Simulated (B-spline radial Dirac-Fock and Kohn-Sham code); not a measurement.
## W³⁺ in Watson spheres of different radius

Calculated with a radial finite-basis atomic code, using multi-electron Dirac-Fock with separately optimised hole states, Breit and Lamb-shift corrections added in first order. The ion, [Xe] 4f14 5d3, sits in a hollow sphere of charge Q = -3, a simple model of the Madelung potential. Inside the sphere an electron's potential energy is raised by the constant 14.40·|Q|/R eV, so binding energies fall by about that much as long as the orbitals stay inside.

| radius (Å) | 14.40 |Q|/R (eV) | 1s (eV) | 2s (eV) | 2p1/2 (eV) | 2p3/2 (eV) | 3s (eV) | 3p1/2 (eV) | 3p3/2 (eV) | 3d3/2 (eV) | 3d5/2 (eV) | 4s (eV) | 4p1/2 (eV) | 4p3/2 (eV) | 4d3/2 (eV) | 4d5/2 (eV) | 4f5/2 (eV) | 4f7/2 (eV) | 5s (eV) | 5p1/2 (eV) | 5p3/2 (eV) | 5d (eV) |
| --- | --- | --- | --- | --- | --- | --- | --- | --- | --- | --- | --- | --- | --- | --- | --- | --- | --- | --- | --- | --- | --- |
| 1.6 | 27.00 | 69533.6 | 12119.7 | 11556.1 | 10218.6 | 2838.8 | 2590.1 | 2297.3 | 1884.0 | 1821.6 | 614.2 | 510.7 | 442.9 | 272.7 | 260.2 | 45.65 | 43.52 | 93.64 | 60.17 | 50.09 | 9.44 |
| 2.2 | 19.64 | 69540.5 | 12126.6 | 11563.0 | 10225.6 | 2845.7 | 2597.1 | 2304.2 | 1891.0 | 1828.6 | 621.2 | 517.7 | 449.8 | 279.6 | 267.2 | 52.62 | 50.49 | 100.6 | 67.17 | 57.11 | 16.39 |

From the smallest to the largest radius 1s moves by +7.0 eV, while the constant potential alone would give +7.4 eV; the difference comes from charge outside the sphere and its screening.
